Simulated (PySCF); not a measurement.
## Unknowns

Method: coordinates at the GFN2-xTB level, σ from GIAO-PBE0/pcSseg-1, in PySCF 2.14 (one conformer, non-relativistic Hamiltonian, equivalent nuclei averaged, isolated molecule).

δ = σ(ref) − σ, references computed at the same level: TMS for ¹H (σref 31.72), ¹³C (σref 186.93). Where no couplings were computed, multiplicities follow the n + 1 count of equivalent neighbours, and m marks all less simple cases (inequivalent or close neighbours, rings, F or P nearby). Shifts are as computed. Against solution values, carbons near 30 ppm lie about +3 ppm off and those near 130 ppm about +5 ppm; carbons on Cl a further +6 ppm. Of 1211 compounds with measured shifts, 218 miss one by over three times the rms of a fit or turn the order of signals round; such compounds aren't used in these exercises. Carbons bonded to Cl come out too deshielded.

Question: C₅H₇ClO. ¹H NMR (300 MHz, computed): δ 6.34 (m, 1H), 5.56 (m, 1H), 5.49 (m, 1H), 4.62 (d, 2H), 4.56 (m, 1H), 4.39 (m, 1H). ¹³C{¹H} NMR (computed): δ 158.8 (C), 143.1 (CH), 123.3 (CH2), 90.4 (CH2), 75.8 (CH2). What is it?

Answer: `ClC(OCC=C)=C`. Rings plus π bonds: 2 (no ring in the answer). 5 carbon signals for 5 carbons: no two carbons are equivalent. Carbon types of the structure: 1 × C, 1 × CH, 3 × CH2, which accounts for all hydrogens. δC 158.8: alkene carbon bearing oxygen; an sp2 carbon further deshielded by the attached heteroatom. δC 143.1: alkene CH; as expected for a trigonal carbon in a double bond. δC 90.4: β carbon of an enol-ether or enamine type C=C; the O or N lone pair pushes π density onto this β carbon and shields it. δC 75.8: allylic sp3 CH2 bonded to O; the inductive effect lowers its shielding.

The data come from this structure; uniqueness wasn't tested.

Question: C₇H₁₃N₃. ¹H NMR (300 MHz, computed): δ 7.63 (s, 1H), 3.83 (s, 3H), 1.51 (s, 9H). ¹³C{¹H} NMR (computed): δ 163.0 (C), 149.6 (CH), 33.9 (C), 33.5 (CH3), 30.5 (CH3). Give a structure.

Answer: SMILES c1(C(C)(C)C)n(C)cnn1. The formula gives 3 degrees of unsaturation (1 ring in the answer). 5 carbon signals for 7 carbons: some carbons are equivalent by symmetry or fast rotation. Carbon types of the structure: 2 × C, 1 × CH, 4 × CH3, which accounts for all hydrogens. δC 163.0: substituted aromatic carbon next to a ring nitrogen. δC 149.6: aromatic CH between two ring heteroatoms. δC 33.9: quaternary sp3 carbon on an aromatic ring; saturated and bonded to C and H only. δH 7.63: hydrogen on an aromatic CH between two ring heteroatoms; the ring current deshields protons in the ring plane.

This is the structure that produced the data.
